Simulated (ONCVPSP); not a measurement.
## Pseudopotential generation for O: ONCV, PBEsol, scalar-relativistic.

oxygen (O), optimised norm-conserving Vanderbilt (ONCV), made with ONCVPSP 4.0.1 (PBEsol, scalar-relativistic). Core [He], reference 2s2 2p4. Waves: 2s: rc 0.90 bohr, ncon 3, nbas 7, qcut 7.4 1/bohr, 3 projectors, debl 3.4 Ha; 2p: rc 1.80 bohr, ncon 4, nbas 7, qcut 9.5 1/bohr, 2 projectors, debl 2.5 Ha; d scattering state at 0.31 Ha: rc 2.56 bohr, ncon 4, nbas 8, qcut 6 1/bohr, 2 projectors, debl 0.8 Ha. Local part: polynomial inside 0.75 bohr (lpopt 5, dvloc0 0 Ha). Core correction: polynomial model core, fcfact 0.5.

Poles of the logarithmic derivatives, all-electron (AE) and pseudo (PS). s: poles at no energy (AE) and no energy (PS) Ha. p: poles at 0.1, 4.7 (AE) and 0.1, 4.7 (PS) Ha. d: poles at 1.6, 4.7 (AE) and 1.6, 2.7 (PS) Ha. Test radii: s 0.91, p 1.82, d 2.60 bohr.

* Cutoffs needed: 42 Ha and 167 Ha (the cutoffs (Ha) at which the residual kinetic energy of the hardest occupied pseudo-wave falls to 1 and 0.1 mHa per electron)
* Ghost test: no bound ghost flagged; GHOST(+) flagged for d at 66.8 eV
* Largest excitation error: +1263 meV (all-electron minus pseudo) for 2s2 2p1, out of 4 test configurations
* rms error of d²Exc/dni dnj: 1.48 mHa without and 1.47 mHa with the model core
